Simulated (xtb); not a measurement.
xtb input (GFN1-xTB):

```bash
xtb mol.xyz --gfn 1 --sp --chrg 0 --uhf 0
```
mol.xyz:
```
19

C     -2.96210552    -0.08755198    -0.97348612
C     -2.46655402    -0.44214235     0.20752394
C     -1.61868914     0.41558498     1.08838484
Si     0.20571458    -0.08979662     1.01151567
C      0.90262293     0.21269374    -0.71749611
C      2.27894266    -0.34698929    -0.87082642
C      3.40361147     0.35993234    -0.89666688
H     -2.80827882     0.90651325    -1.37862464
H     -3.54294578    -0.77595681    -1.57296601
H     -2.64823492    -1.45198177     0.56644216
H     -1.69393458     1.46724035     0.79781783
H     -1.94233356     0.34173007     2.13107360
H      0.32697104    -1.53066030     1.34980806
H      0.98382693     0.69336718     2.00312056
H      0.89764776     1.29025727    -0.90415069
H      0.21167231    -0.24621470    -1.43113252
H      2.34291790    -1.43040149    -0.93056999
H      3.39530686     1.44255238    -0.83576429
H      4.37041049    -0.11845749    -0.98087283
```

Output:

```
           -------------------------------------------------
          |                Calculation Setup                |
           -------------------------------------------------

           -------------------------------------------------
          |                 G F N 1 - x T B                 |
           -------------------------------------------------

        Reference                      10.1021/acs.jctc.7b00118
      * Hamiltonian:
        H0-scaling (s, p, d)           1.850000    2.250000    2.000000
        zeta-weighting                 0.000000
      * Dispersion:
        s8                             2.400000
        a1                             0.630000
        a2                             5.000000
        s9                             0.000000
      * Repulsion:
        kExp                           1.500000
        rExp                           1.000000
      * Coulomb:
        alpha                          2.000000
        third order                    atomic
        anisotropic                    false
      * Halogen bond correction:
        rad-scale                      1.300000
        damping                        0.440000

          ...................................................
          :                      SETUP                      :
          :.................................................:
          :  # basis functions                  58          :
          :  # atomic orbitals                  57          :
          :  # shells                           39          :
          :  # electrons                        40          :
          :  # halogen bonds                     0          :
          :  max. iterations                   250          :
          :  Hamiltonian                  GFN1-xTB          :
          :  restarted?                      false          :
          :  GBSA solvation                  false          :
          :  PC potential                    false          :
          :  electronic temp.          300.0000000     K    :
          :  accuracy                    1.0000000          :
          :  -> integral cutoff          0.2500000E+02      :
          :  -> integral neglect         0.1000000E-07      :
          :  -> SCF convergence          0.1000000E-05 Eh   :
          :  -> wf. convergence          0.2000000E-04 e    :
          :  Broyden damping             0.4000000          :
          :  net charge                          0          :
          :  unpaired electrons                  0          :
          ...................................................

 iter      E             dE          RMSdq      gap      omega  full diag
   1    -21.2282145 -0.212282E+02  0.827E+00    4.78       0.0  T
   2    -21.2651427 -0.369283E-01  0.498E+00    4.69       1.0  T
   3    -21.2642170  0.925704E-03  0.767E-01    4.64       1.0  T
   4    -21.2680889 -0.387182E-02  0.162E-01    4.64       1.0  T
   5    -21.2683380 -0.249156E-03  0.155E-02    4.66       1.5  T
   6    -21.2683397 -0.173410E-05  0.394E-03    4.66       5.8  T
   7    -21.2683399 -0.180988E-06  0.148E-03    4.66      15.5  T
   8    -21.2683399 -0.211468E-08  0.457E-04    4.66      50.2  T
   9    -21.2683399 -0.170128E-08  0.951E-05    4.66     241.1  T
  10    -21.2683399 -0.547686E-10  0.118E-05    4.66    1946.6  T

   *** convergence criteria satisfied after 10 iterations ***

         #    Occupation            Energy/Eh            Energy/eV
      -------------------------------------------------------------
         1        2.0000           -0.6582675             -17.9124
       ...           ...                  ...                  ...
        14        2.0000           -0.4785247             -13.0213
        15        2.0000           -0.4755465             -12.9403
        16        2.0000           -0.4682395             -12.7414
        17        2.0000           -0.4668632             -12.7040
        18        2.0000           -0.4655320             -12.6678
        19        2.0000           -0.4210669             -11.4578
        20        2.0000           -0.4108180             -11.1789 (HOMO)
        21                         -0.2396667              -6.5217 (LUMO)
        22                         -0.2347866              -6.3889
        23                         -0.1754204              -4.7734
        24                         -0.1716377              -4.6705
        25                         -0.1444719              -3.9313
       ...                                ...                  ...
        57                          1.3675798              37.2137
      -------------------------------------------------------------
                  HL-Gap            0.1711513 Eh            4.6573 eV
             Fermi-level           -0.3252423 Eh           -8.8503 eV

 SCC (total)                   0 d,  0 h,  0 min,  0.023 sec
 SCC setup                      ...        0 min,  0.000 sec (  0.600%)
 Dispersion                     ...        0 min,  0.000 sec (  0.332%)
 classical contributions        ...        0 min,  0.000 sec (  0.127%)
 integral evaluation            ...        0 min,  0.006 sec ( 26.805%)
 iterations                     ...        0 min,  0.009 sec ( 36.784%)
 molecular gradient             ...        0 min,  0.008 sec ( 34.757%)
 printout                       ...        0 min,  0.000 sec (  0.554%)

         :::::::::::::::::::::::::::::::::::::::::::::::::::::
         ::                     SUMMARY                     ::
         :::::::::::::::::::::::::::::::::::::::::::::::::::::
         :: total energy             -20.941797937775 Eh    ::
         :: gradient norm              0.033243259568 Eh/a0 ::
         :: HOMO-LUMO gap              4.657264786250 eV    ::
         ::.................................................::
         :: SCC energy               -21.268339934795 Eh    ::
         :: -> electrostatic           0.003434724209 Eh    ::
         :: repulsion energy           0.334472805754 Eh    ::
         :: dispersion energy         -0.007930808734 Eh    ::
         :: halogen bond corr.         0.000000000000 Eh    ::
         :: add. restraining           0.000000000000 Eh    ::
         :: total charge              -0.000000000000 e     ::
         :::::::::::::::::::::::::::::::::::::::::::::::::::::

           -------------------------------------------------
          |                Property Printout                |
           -------------------------------------------------

    * Orbital Energies and Occupations

         #    Occupation            Energy/Eh            Energy/eV
      -------------------------------------------------------------
         1        2.0000           -0.6582675             -17.9124
       ...           ...                  ...                  ...
         8        2.0000           -0.5533249             -15.0567
         9        2.0000           -0.5481871             -14.9169
        10        2.0000           -0.5267230             -14.3329
        11        2.0000           -0.5215338             -14.1917
        12        2.0000           -0.5059159             -13.7667
        13        2.0000           -0.4986754             -13.5696
        14        2.0000           -0.4785247             -13.0213
        15        2.0000           -0.4755465             -12.9403
        16        2.0000           -0.4682395             -12.7414
        17        2.0000           -0.4668632             -12.7040
        18        2.0000           -0.4655320             -12.6678
        19        2.0000           -0.4210669             -11.4578
        20        2.0000           -0.4108180             -11.1789 (HOMO)
        21                         -0.2396667              -6.5217 (LUMO)
        22                         -0.2347866              -6.3889
        23                         -0.1754204              -4.7734
        24                         -0.1716377              -4.6705
        25                         -0.1444719              -3.9313
        26                         -0.1149582              -3.1282
        27                         -0.1133657              -3.0848
        28                         -0.1006021              -2.7375
        29                         -0.0982453              -2.6734
        30                         -0.0859804              -2.3396
        31                         -0.0807764              -2.1980
       ...                                ...                  ...
        57                          1.3675798              37.2137
      -------------------------------------------------------------
                  HL-Gap            0.1711513 Eh            4.6573 eV
             Fermi-level           -0.3252423 Eh           -8.8503 eV

  Mulliken/CM5 charges         n(s)   n(p)   n(d)
     1C    -0.10627 -0.20865   1.041  3.065  0.000
     2C     0.00050 -0.05951   1.062  2.937  0.000
     3C    -0.14118 -0.20772   1.023  3.119  0.000
     4Si    0.25063 -0.01625   1.293  1.853  0.603
     5C    -0.13932 -0.20525   1.021  3.118  0.000
     6C     0.00048 -0.05937   1.061  2.938  0.000
     7C    -0.10548 -0.20767   1.040  3.065  0.000
     8H     0.02608  0.07930   0.974  0.000  0.000
     9H     0.03079  0.08355   0.969  0.000  0.000
    10H     0.02455  0.08109   0.975  0.000  0.000
    11H     0.05223  0.11131   0.948  0.000  0.000
    12H     0.05576  0.11393   0.944  0.000  0.000
    13H    -0.07004  0.01156   1.070  0.000  0.000
    14H    -0.06830  0.01322   1.068  0.000  0.000
    15H     0.05291  0.11213   0.947  0.000  0.000
    16H     0.05675  0.11592   0.943  0.000  0.000
    17H     0.02383  0.08038   0.976  0.000  0.000
    18H     0.02614  0.07931   0.974  0.000  0.000
    19H     0.02996  0.08271   0.970  0.000  0.000

Wiberg/Mayer (AO) data.
largest (>0.10) Wiberg bond orders for each atom

 ---------------------------------------------------------------------------
     #   Z sym  total        # sym  WBO       # sym  WBO       # sym  WBO
 ---------------------------------------------------------------------------
     1   6 C    3.993 --     2 C    1.934     8 H    0.979     9 H    0.978
     2   6 C    3.993 --     1 C    1.934     3 C    1.012    10 H    0.969
     3   6 C    3.961 --     2 C    1.012     4 Si   0.995    11 H    0.926
                            12 H    0.919
     4  14 Si   4.293 --     5 C    1.004     3 C    0.995    13 H    0.928
                            14 H    0.926
     5   6 C    3.965 --     6 C    1.012     4 Si   1.004    15 H    0.924
                            16 H    0.914
     6   6 C    3.993 --     7 C    1.937     5 C    1.012    17 H    0.969
     7   6 C    3.989 --     6 C    1.937    18 H    0.979    19 H    0.978
     8   1 H    1.004 --     1 C    0.979
     9   1 H    1.006 --     1 C    0.978
    10   1 H    1.003 --     2 C    0.969
    11   1 H    1.000 --     3 C    0.926
    12   1 H    1.002 --     3 C    0.919
    13   1 H    0.990 --     4 Si   0.928
    14   1 H    0.990 --     4 Si   0.926
    15   1 H    1.000 --     5 C    0.924
    16   1 H    1.005 --     5 C    0.914
    17   1 H    1.003 --     6 C    0.969
    18   1 H    1.004 --     7 C    0.979
    19   1 H    1.006 --     7 C    0.978
 ---------------------------------------------------------------------------

Topologies differ in total number of bonds
Writing topology from bond orders to xtbtopo.mol

 dipole moment from electron density (au)
     X       Y       Z
  -0.3192   0.1524  -0.0396  total (Debye):    0.905

           -------------------------------------------------
          | TOTAL ENERGY              -20.941797937775 Eh   |
          | GRADIENT NORM               0.033243259568 Eh/α |
          | HOMO-LUMO GAP               4.657264786250 eV   |
           -------------------------------------------------
Note: The following floating-point exceptions are signalling: IEEE_DENORMAL
normal termination of xtb

------------------------------------------------------------------------
------------------------------------------------------------------------
 total:
 SCF:
```
